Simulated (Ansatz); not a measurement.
The lowest singlet and triplet of OS (SMILES O=S); geometries from B3LYP-D3(BJ)/def2-TZVP, each state relaxed from the structure named, with no frequency check, low spin by broken symmetry.
Singlet at the triplet's geometry (charge 0, multiplicity 1):
```xyz
2

O      0.000     0.000    -0.993
S      0.000     0.000     0.497
```

A positive gap puts the triplet lower; no zero-point energy. R- takes a restricted singlet, here one determinant of a half-filled degenerate or near-degenerate pair, which mixes singlet states. U- takes an unrestricted singlet (broken symmetry where lower, unprojected). The triplet is unrestricted in single-reference levels. Active spaces average the two states.

Correlated levels freeze the cores.

Run with Ansatz (a quantum-chemistry and plane-wave program). Each number belongs to the level named beside it.

```json
[
 {"level": "R-HF/cc-pV(D+d)Z", "gap E(singlet) − E(triplet), vertical, at the triplet's geometry (kJ/mol)": "173.9"},
 {"level": "R-SVWN5/def2-TZVPP", "gap E(singlet) − E(triplet), vertical, at the triplet's geometry (kJ/mol)": "111.8"},
 {"level": "U-r2SCAN/def2-TZVPP (spin-contaminated)", "gap E(singlet) − E(triplet), vertical, at the triplet's geometry (kJ/mol)": "35.2"},
 {"level": "U-BHLYP/def2-TZVPP (spin-contaminated)", "gap E(singlet) − E(triplet), vertical, at the triplet's geometry (kJ/mol)": "[?]"},
 {"level": "R-SCS-MP2/cc-pV(Q+d)Z", "gap E(singlet) − E(triplet), vertical, at the triplet's geometry (kJ/mol)": "73.2"},
 {"level": "R-CCSD(T)/cc-pV(D+d)Z", "gap E(singlet) − E(triplet), vertical, at the triplet's geometry (kJ/mol)": "[?]"},
 {"level": "R-CCSDT/cc-pV(D+d)Z", "gap E(singlet) − E(triplet), vertical, at the triplet's geometry (kJ/mol)": "90.3"},
 {"level": "R-CCSDT(Q)/cc-pV(D+d)Z", "gap E(singlet) − E(triplet), vertical, at the triplet's geometry (kJ/mol)": "79.5"},
 {"level": "FIC-NEVPT4(SD) on SA-CASSCF(12,8)/cc-pV(Q+d)Z", "gap E(singlet) − E(triplet), vertical, at the triplet's geometry (kJ/mol)": "72.1"}
]
```

**Question.** Complete the blanks.

**Answer.** 
- U-BHLYP/def2-TZVPP (spin-contaminated), gap E(singlet) − E(triplet), vertical, at the triplet's geometry (kJ/mol): 31.2
- R-CCSD(T)/cc-pV(D+d)Z, gap E(singlet) − E(triplet), vertical, at the triplet's geometry (kJ/mol): 100.6

Doubts at one or more of the structures used: a restricted determinant that unrestricted orbitals would lower (R-HF/cc-pV(D+d)Z, R-SVWN5/def2-TZVPP, R-SCS-MP2/cc-pV(Q+d)Z, R-CCSD(T)/cc-pV(D+d)Z, R-CCSDT/cc-pV(D+d)Z, R-CCSDT(Q)/cc-pV(D+d)Z); other coupled-cluster roots lie near (R-CCSDT/cc-pV(D+d)Z, R-CCSDT(Q)/cc-pV(D+d)Z).
